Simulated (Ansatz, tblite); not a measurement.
Cost and result up the ladder for InH2(SMe) (CH5InS) (8 atoms). Charge 0, multiplicity 1. Geometry: B3LYP-D4/def2-TZVP.

Cartesian coordinates in Å:
```
In -0.357 -0.219 -1.831
H 1.180 -0.993 -1.747
H -1.402 0.034 -3.168
S -1.135 0.618 0.277
C 0.229 0.200 1.435
H 0.983 -0.428 0.965
H -0.193 -0.331 2.286
H 0.696 1.119 1.783
```

Ansatz on 4 threads of Arm Neoverse N1 on a shared host; xTB runs through tblite on one thread. Times are rough, summed over both states, and most runs start from the orbitals of an earlier one. PBE0-D4/def2-TZVP serves as the yardstick here, not as an exact answer. The other state is a triplet.

In the def2 sets In takes a core potential; there is no spin–orbit coupling. The xTB rows come from tblite. HOMO above LUMO, or a gap near zero within one spin, warns that the state may not be the lowest or that an electron is smeared out.

xTB has no spin-polarisation term.

| level | functions | wall time |
| --- | --- | --- |
| GFN2-xTB | 27 | 0.011 s |
| GFN1-xTB | 32 | 0.014 s |
| PBE-D4/def2-TZVP | 148 | 6.6 s |
| PBE0-D4/def2-TZVP | 148 | 8.9 s |
| r2SCAN-D4/def2-TZVP (with forces) | 148 | 13 s |

(1) Estimate what each level gives for the vertical triplet (eV).

## Answers

(1) 
```csv
level,vertical triplet (eV),difference from PBE0-D4/def2-TZVP (eV),remarks
GFN2-xTB,3.98,0.11,–
GFN1-xTB,5.62,1.74,–
PBE-D4/def2-TZVP,3.87,-0.01,gap within one spin near zero (triplet)
PBE0-D4/def2-TZVP,3.87,0.00,–
r2SCAN-D4/def2-TZVP (with forces),3.78,-0.09,–
```
